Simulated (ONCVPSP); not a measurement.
**Varying the ONCV potential for Ta**

Base potential:

| Item | Value |
| --- | --- |
| Element | Ta |
| Generator | ONCVPSP 4.0.1 |
| Type | optimised norm-conserving Vanderbilt (ONCV) |
| Functional | PBE |
| Relativity | scalar-relativistic |
| Frozen core | [Kr] 4d10 4f14 |
| Valence charge | 13 |
| Reference configuration | 5s2 5p6 5d4 6s1 |
| Partial waves | 5s+6s: rc 2.05 bohr, ncon 4, nbas 8, qcut 7.1 1/bohr, 2 projectors; 5p: rc 2.10 bohr, ncon 3, nbas 6, qcut 7.9 1/bohr, 1 projector; 5d: rc 2.30 bohr, ncon 3, nbas 8, qcut 6.8 1/bohr, 3 projectors, debl 1.1 Ha |
| Local potential | polynomial inside 1.75 bohr (lpopt 5, dvloc0 6 Ha) |
| Core correction | Teter function, fcfact 4.5, rcfact 1.75 |

Cutoffs, loose and tight: the cutoffs (Ha) at which the residual kinetic energy of the hardest occupied pseudo-wave falls to 1 and 0.1 mHa per electron. They do not see the model core or the augmentation charge, which bear on the density cutoff. Test errors are all-electron minus pseudo excitation energies from the reference, over the configurations 5s2 5p6 5d3 6s2; 5s2 5p6 5d3 6s1; 5s2 5p6 5d3 6s0; 5s2 5p6 5d2 6s2 6p1. A dash means not determined; rows that change the core or the reference have their own tests. The largest error is taken over the tests solved by every variant that gives reliable tests at all: 5s2 5p6 5d3 6s0; 5s2 5p6 5d3 6s1; 5s2 5p6 5d3 6s2.

A true bound ghost makes a file unfit for plane-wave use even where its test errors are small: the radial tests pick states by their node count and pass the ghost by.

```csv
change,outcome,"cutoff, loose","cutoff, tight",bound ghosts,GHOST(+) flags above zero,largest test error (meV)
base,generated,14 Ha,18 Ha,none,s,-43
"local potential polynomial inside 1.75 bohr (lpopt 5, dvloc0 -2.5 Ha)",generated,14 Ha,18 Ha,none,s,-42
"local potential polynomial inside 1.75 bohr (lpopt 5, dvloc0 -1 Ha)",generated,14 Ha,18 Ha,none,none,-43
"local potential polynomial inside 1.75 bohr (lpopt 5, dvloc0 0.5 Ha)",generated,14 Ha,18 Ha,none,none,-40
"local potential polynomial inside 1.75 bohr (lpopt 5, dvloc0 1.5 Ha)",generated,14 Ha,18 Ha,none,none,-43
"local potential polynomial inside 1.75 bohr (lpopt 5, dvloc0 3 Ha)",generated,14 Ha,18 Ha,none,none,-43
"local potential polynomial inside 1.75 bohr (lpopt 5, dvloc0 4.5 Ha)",generated,14 Ha,18 Ha,none,none,-43
"local potential polynomial inside 1.75 bohr (lpopt 5, dvloc0 6.5 Ha)",generated,14 Ha,18 Ha,none,none,-43
"local potential polynomial inside 1.75 bohr (lpopt 5, dvloc0 8.5 Ha)",generated,14 Ha,18 Ha,none,none,-44
"local potential polynomial inside 1.75 bohr (lpopt 5, dvloc0 9.5 Ha)",generated,14 Ha,18 Ha,none,none,-44
```

(1) What comes out with this change to the base: local potential polynomial inside 1.75 bohr (lpopt 5, dvloc0 5.5 Ha)?

Answers

(1) outcome: generated; cutoff, loose: 14 Ha; cutoff, tight: 18 Ha; bound ghosts: s; GHOST(+) flags above zero: none; largest test error (meV): -43.

Reading the sweep of the dvloc0 (base included, trends over the rows without a ghost): The loose cutoff stays near 14 Ha. The median size of the test errors (rows with all tests solved) is not monotonic: lowest 21.8 meV at 1.5 Ha, highest 28.5 meV at 8.5 Ha. Bound ghosts are found at 5.5 Ha.
